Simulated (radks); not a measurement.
The numbers below are computed, except where a source is named.
Task: Valence configurations of neutral lanthanum (all share [Xe]). Level of theory: Dirac Kohn-Sham, PBEsol, spin-unpolarised, spherical densities, finite nucleus; open shells fill j = l - 1/2 first; Fermi nuclear charge, rms radius 4.855 fm (a radial shooting solver on a logarithmic mesh with Libxc functionals). Order these by energy: 4f2 5d0.5 6p0.5; 6s2 6p1; 4f0.5 5d0.5 6s2; 4f0.5 6s2 6p0.5; 5d1 6s1.5 6p0.5; 5d1 6s1 6p1; 5d2 6s1; 5d1 6s2; 5d0.5 6s2 6p0.5.

Result: From the lowest, in eV above it: 4f0.5 5d0.5 6s2 0.000; 5d1 6s2 0.117; 4f0.5 6s2 6p0.5 0.755; 5d2 6s1 0.844; 5d0.5 6s2 6p0.5 1.113; 5d1 6s1.5 6p0.5 1.242; 5d1 6s1 6p1 2.384; 6s2 6p1 2.389; 4f2 5d0.5 6p0.5 6.278. NIST lists [Xe] 5d1 6s2 as the ground configuration; this level of theory puts 4f0.5 5d0.5 6s2 lower, by 0.117 eV. The energies are those of spherical spin-averaged densities, not of single terms. No valid solution was reached for [Xe] 4f1 6s2.
